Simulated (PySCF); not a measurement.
SiHMe2(OMe), C3H10OSi.
Z-matrix (Å and degrees, PBE0-D3(BJ)/def2-SVP geometry), rows numbered from 1:
```
Si
H   1  1.5026
C   1  1.8743  2  108.72
H   3  1.1017  1  110.82  2   178.12
H   3  1.1013  1  111.80  2    57.54
H   3  1.1020  1  110.61  2   -62.16
C   1  1.8641  2  110.85  3  -123.21
H   7  1.1004  1  110.74  2   -61.13
H   7  1.1013  1  110.51  2   179.15
H   7  1.1012  1  110.98  2    59.13
O   1  1.6729  2  108.56  3   120.64
C  11  1.3959  1  124.21  2   -55.98
H  12  1.1069 11  112.35  1   -66.08
H  12  1.1013 11  109.03  1   174.75
H  12  1.1070 11  112.26  1    55.44
```

The computed photoelectron lines, unassigned: C 1s: 290.09 (area 2), 292.23 (area 1) eV; O 1s: 537.68 eV; Si 1s: 1846.60 eV; Si 2p3/2: 106.68 eV.

Computed with delta-SCF UKS SCAN, pcX-2 on the ionised atom, pcseg-1 elsewhere, spin-free X2C (PySCF). One conformer (not necessarily the lowest) at the PBE0-D3(BJ)/def2-SVP geometry, without solvent, vibrations or thermal averaging.

**Question.** Which carbon gives which C 1s line?

**Answer.** 290.09 eV: C3/C7 (carbon bonded to Si and 3 H); 292.23 eV: C12 (carbon bonded to O and 3 H). The listed C 1s values span 2.14 eV, from C3/C7 (bonded to 3 H and Si) to C12 (bonded to O and 3 H).

Bonded neighbours of each site: Si1: O, 2 C and H; C3/C7: 3 H and Si; O11: C and Si; C12: O and 3 H.

**Question.** Which effective nuclear charge Zeff reproduces each element's mean 1s value in the hydrogen-like formula E = 13.606 eV × Zeff²?

**Answer.** C (Z = 6): mean 290.8 eV, Zeff = 4.62, Z − Zeff = 1.38; O (Z = 8): mean 537.7 eV, Zeff = 6.29, Z − Zeff = 1.71; Si (Z = 14): mean 1846.6 eV, Zeff = 11.65, Z − Zeff = 2.35. Means run over the listed sites, weighted by atom count.

Topologically equivalent atoms share the value of their first member; where this conformer doesn't relate them by symmetry, their own values could differ. The 2p values aren't plain energy differences: one relaxed spin-free 2p hole is combined with a matrix within the shell (ground-state 2p orbital-energy differences and spin–orbit coupling). 2p3/2, the mean of its two sublevels, lies a third of the splitting below the shell's mean and 2p1/2 two thirds above it; the statistical areas are 2:1. 2p1/2 minus 2p3/2 (ligand field included): Si 0.63 eV.
